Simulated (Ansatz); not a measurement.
`B[SiH](O)[SiH3]` + `[OH][AlH2]` → `O[SiH]([SiH3])[O][AlH2]` + BH₃ at 298.15 K and 1 bar (cleavage of the Si–B bond).

Gas-phase electronic energies from Ansatz, PBE0-D4/def2-TZVP geometries. CCSD(T)/CBS is the MP2 limit (def2-TZVPP, def2-QZVPP) plus CCSD(T) − MP2 in def2-TZVPP, frozen cores. This one scheme is used for every species. Each species was taken in one conformer, which may not be the lowest.

```csv
species,CCSD(T)/CBS energy (Eh),H − E (kJ/mol),S (J/(mol·K))
`B[SiH](O)[SiH3]`,-682.33266,201.2,361.6
`[OH][AlH2]`,-319.03157,82.3,252.8
`O[SiH]([SiH3])[O][AlH2]`,-974.86715,202.3,425.5
BH₃,-26.55200,78.7,188.3
```

H − E and S are ideal-gas, rigid-rotor, harmonic terms from PBE0-D4/def2-TZVP, for one conformer and one mirror image of each species. 1 Eh = 2625.50 kJ/mol, R = 8.31446 J/(mol·K).

Problem. By hand: ΔE, ΔH, ΔS and ΔG.

Solution. ΔE = (-974.86715) + (-26.55200) − (-682.33266) − (-319.03157) = -0.05492 Eh = -144.2 kJ/mol. Δ(H − E) = 202.3 + 78.7 − 201.2 − 82.3 = -2.5, so ΔH = -146.7 kJ/mol. ΔS = 425.5 + 188.3 − 361.6 − 252.8 = -0.6 J/(mol·K). ΔG = -146.7 − 298.15 × (-0.6)/1000 = -146.5 kJ/mol.

Problem. By hand: the equilibrium constant, and the temperature at which ΔG would vanish if ΔH and ΔS stayed fixed.

Solution. log₁₀ K = −ΔG/(RT ln 10) = 25.7. ΔG = 0 at ΔH/ΔS = 244500 K, far beyond where these terms or the molecules hold.

The number of gas molecules stays the same, so ΔS is small and ΔH decides. A doubt of 5 kJ/mol in ΔE shifts log₁₀ K by 0.9 here. Other conformers and mirror images would add mixing entropy, several J/(mol·K) or more a flexible species. Modes under 60 cm⁻¹, often nearly free rotors, make the harmonic entropy too high. These are equilibria of isolated gas molecules and say nothing of rates. Largest T1 diagnostic: 0.014 (customary marks: 0.02 for closed shells, 0.045 for open ones).
